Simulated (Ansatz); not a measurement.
Relaxation of the cluster La3⁺ with RKS PBE-D4/def2-TZVP.

```sh
$ ansatz run in.yaml --threads 2 --pin off --events-out ev --progress --plain --max-ram 4352MiB
```

```yaml
crystal:
  periodic: [false, false, false]
  atoms:
    - {symbol: La, position_ang: [1.814550, 1.129840, -0.422760]}
    - {symbol: La, position_ang: [-0.009020, -1.497060, 1.581710]}
    - {symbol: La, position_ang: [-1.805520, 0.367230, -1.158950]}
basis:
  gaussian: {orbitals: def2-TZVP}
total_charge: 1
hamiltonian: {xc: pbe, dispersion: d4}
scf: {lower_state_search: "off"}
output: {orbitals: {seedname: orbitals}}
relax: {f_tol: 0.02, max_steps: 100}
```

It took 65 s on 2 threads of Arm Neoverse V1 on a shared host.

Positions (Å) and forces (eV/Å) at steps 1, 2, 3, 4, 5, 6, 7, 8, 9, 10, 11, 13 of 13:

```xyz
3
step=1 energy=-2570.3476 eV
La    1.815    1.130   -0.423   -0.654   -0.407    0.152
La   -0.009   -1.497    1.582    0.003    0.539   -0.570
La   -1.806    0.367   -1.159    0.651   -0.133    0.418
3
step=2 energy=-2570.4680 eV
La    1.754    1.092   -0.409   -0.249   -0.153    0.056
La   -0.009   -1.447    1.529   -0.004    0.207   -0.221
La   -1.745    0.355   -1.120    0.253   -0.054    0.165
3
step=3 energy=-2570.4846 eV
La    1.717    1.070   -0.401    0.097    0.079   -0.042
La   -0.011   -1.416    1.496   -0.062   -0.054    0.031
La   -1.707    0.346   -1.095   -0.035   -0.025    0.011
3
step=4 energy=-2570.5789 eV
La    1.730    1.081   -0.408   -0.752   -0.461    0.167
La   -0.022   -1.422    1.496   -0.046    0.657   -0.716
La   -1.708    0.340   -1.089    0.798   -0.197    0.548
3
step=5 energy=-2570.6016 eV
La    1.743    1.098   -0.420   -0.664   -0.372    0.111
La   -0.050   -1.421    1.483   -0.102    0.573   -0.650
La   -1.693    0.323   -1.064    0.766   -0.201    0.539
3
step=6 energy=-2570.6387 eV
La    1.774    1.137   -0.447   -0.937   -0.281   -0.102
La   -0.108   -1.425    1.463   -0.166    0.293   -0.381
La   -1.666    0.289   -1.016    1.103   -0.012    0.484
3
step=7 energy=-2570.6996 eV
La    1.774    1.177   -0.490   -0.848   -0.300   -0.044
La   -0.163   -1.453    1.469   -0.051    0.234   -0.270
La   -1.611    0.276   -0.979    0.898    0.065    0.314
3
step=8 energy=-2570.7338 eV
La    1.686    1.243   -0.598   -0.151   -0.361    0.318
La   -0.251   -1.554    1.539    0.264    0.416   -0.328
La   -1.435    0.311   -0.942   -0.113   -0.055    0.010
3
step=9 energy=-2570.7954 eV
La    1.643    1.104   -0.469   -0.300   -0.091   -0.031
La   -0.091   -1.446    1.493   -0.213    0.303   -0.412
La   -1.552    0.342   -1.024    0.512   -0.212    0.443
3
step=10 energy=-2570.8147 eV
La    1.681    1.129   -0.479   -0.424   -0.147   -0.025
La   -0.131   -1.436    1.465   -0.082    0.189   -0.235
La   -1.550    0.307   -0.986    0.506   -0.042    0.260
3
step=11 energy=-2570.8308 eV
La    1.652    1.085   -0.445   -0.280   -0.047   -0.070
La   -0.098   -1.398    1.439   -0.114    0.087   -0.141
La   -1.554    0.313   -0.994    0.394   -0.041    0.211
3
step=13 energy=-2570.8532 eV
La    1.624    1.099   -0.471   -0.002    0.001   -0.002
La   -0.130   -1.409    1.436   -0.001   -0.002    0.002
La   -1.494    0.310   -0.965    0.003    0.001    0.000
```

In the def2 sets La takes a core potential; there is no spin–orbit coupling. The restricted singlet is unstable towards broken spin symmetry in Hartree–Fock (as tested in another run); at PBE-D4/def2-TZVP this wasn't settled. An occupied level lies above an empty one. At PBE-D4/def2-TZVP a triplet of charge 1 lies 0.54 eV below the restricted singlet, each at its own geometry. The structure comes from a short search, and lower isomers may exist.
